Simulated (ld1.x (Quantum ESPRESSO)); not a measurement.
Ranking PAW potentials for cadmium

All share these settings but for the change named:

- Element: Cd
- Generator: ld1.x (Quantum ESPRESSO) 7.5
- Type: PAW
- Functional: LDA (PZ)
- Relativity: scalar-relativistic
- Frozen core: [Ar] 3d10
- Valence charge: 20
- Reference configuration: 4s2 4p6 4d10 5s1 5p1
- Partial waves: 4s (bound): rcut 1.15, rcutus 1.25 bohr; 5s (bound): rcut 1.15, rcutus 1.25 bohr; 4p (bound): rcut 1.75, rcutus 1.95 bohr; 5p (bound): rcut 1.75, rcutus 1.95 bohr; 4d (bound): rcut 1.15, rcutus 1.20 bohr; 4d channel at -0.65 Ry: rcut 1.15, rcutus 1.20 bohr
- Local potential: all-electron potential smoothed inside 1.30 bohr (lloc = -2)
- Core correction: Bessel-smoothed model core inside 0.90 bohr
- Augmentation charge: BESSEL, radius 1.00 bohr

Test errors are all-electron minus pseudo excitation energies from the reference, over 4s2 4p6 4d10 5s2 5p0; 4s2 4p6 4d10 5s1 5p0; 4s2 4p6 4d10 5s0 5p0; 4s2 4p6 4d9 5s0 5p0; 4s2 4p5 4d10 5s2 5p0; 4s2 4p6 4d10 5s1.5 5p0; 4s2 4p6 4d10 5s0 5p2. None of these files shows a bound ghost.

The base gives 10.7 meV.

Of 10 variants that were run, those that failed, showed a ghost or another fault, or gave nearly equal values are left out.

**Question.** Rank these variants by their largest absolute test error, smallest first.
A. waves 4s (bound): rcut 1.15, rcutus 1.60 bohr; 5s (bound): rcut 1.15, rcutus 1.60 bohr
B. waves 4s (bound): rcut 1.10, rcutus 1.16 bohr; 5s (bound): rcut 1.10, rcutus 1.16 bohr
C. waves 4s (bound): rcut 1.15, rcutus 1.32 bohr; 5s (bound): rcut 1.15, rcutus 1.32 bohr
D. waves 4s (bound): rcut 1.00, rcutus 1.06 bohr; 5s (bound): rcut 1.00, rcutus 1.06 bohr
E. waves 4s (bound): rcut 1.15, rcutus 1.40 bohr; 5s (bound): rcut 1.15, rcutus 1.40 bohr

**Answer.** B (18.8 meV), C (24.6 meV), D (28.5 meV), A (51.1 meV), E (109.3 meV).
